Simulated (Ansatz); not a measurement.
Geometry optimisation, RKS PBE0/def2-SVP in Ansatz.

input.yaml

```yaml
crystal:
  periodic: [false, false, false]
  atoms:
    - { symbol: F, position_ang: [-2.3429, 1.644, 0.7494] }
    - { symbol: Sn, position_ang: [-0.4844, 2.0375, 0.7468] }
    - { symbol: Se, position_ang: [0.7246, 0.0143, 1.6821] }
    - { symbol: C, position_ang: [-0.0765, -1.2199, 0.4977] }
    - { symbol: Si, position_ang: [-0.05641, -2.9663, 1.10573] }
    - { symbol: H, position_ang: [-0.1518, 3.455, 1.7463] }
    - { symbol: H, position_ang: [0.09, 2.3645, -0.8806] }
    - { symbol: H, position_ang: [-1.11473, -0.92075, 0.28201] }
    - { symbol: H, position_ang: [0.49102, -1.12939, -0.52506] }
    - { symbol: H, position_ang: [-0.7943, -2.95887, 2.38239] }
    - { symbol: H, position_ang: [-0.69453, -3.83231, 0.13631] }
    - { symbol: H, position_ang: [1.33327, -3.36836, 1.35624] }
basis:
  gaussian: { orbitals: def2-SVP }
hamiltonian:
  xc: pbe0
relax:
  f_tol: 0.015
  max_steps: 40
output:
  orbitals: {}
```

Run as:

```bash
$ ansatz run input.yaml --threads 2 --pin off --max-ram 3072MiB --backend cpu --events-out ev --progress --plain --runs-dir out
```

Question: Where does it end, and by what steps?

Answer: The run converged. The force dipped under the threshold on the way, but the program's further checks kept it going. After 21 steps the energy has fallen by 0.354 eV; F1 moved furthest, 0.41 Å.

```
step  energy less start (eV)  largest force component (eV/Å)  accepted
   0                  0.0000                           3.254       yes
   1                 -0.2864                           1.141       yes
   2                 -0.3374                           0.275       yes
   3                 -0.3354                           0.308        no
   4                 -0.3483                           0.044       yes
   5                 -0.3492                           0.023       yes
   6                 -0.3499                           0.041       yes
   7                 -0.3503                           0.028       yes
   8                 -0.3507                           0.012       yes
   9                 -0.3511                           0.022       yes
  10                 -0.3508                           0.074        no
  11                 -0.3516                           0.029       yes
  12                 -0.3517                           0.076       yes
  13                 -0.3522                           0.071       yes
  14                 -0.3526                           0.027       yes
  15                 -0.3529                           0.018       yes
  16                 -0.3536                           0.023       yes
  17                 -0.3539                           0.023       yes
  18                 -0.3541                           0.031       yes
  19                 -0.3542                           0.033       yes
  20                 -0.3543                           0.026       yes
  21                 -0.3545                           0.012       yes
```

```xyz
12
Properties=species:S:1:pos:R:3
F -2.128 1.372 0.525
Sn -0.325 2.090 0.748
Se 0.947 0.053 1.518
C -0.086 -1.197 0.395
Si -0.091 -2.923 1.166
H -0.407 3.301 1.951
H 0.068 2.630 -0.828
H -1.121 -0.827 0.330
H 0.348 -1.223 -0.616
H -0.812 -2.897 2.472
H -0.779 -3.868 0.233
H 1.310 -3.391 1.386
```

Time of the run: 2.6 min on 2 threads of Arm Neoverse V1, on a shared host, peak memory 0.42 GiB.
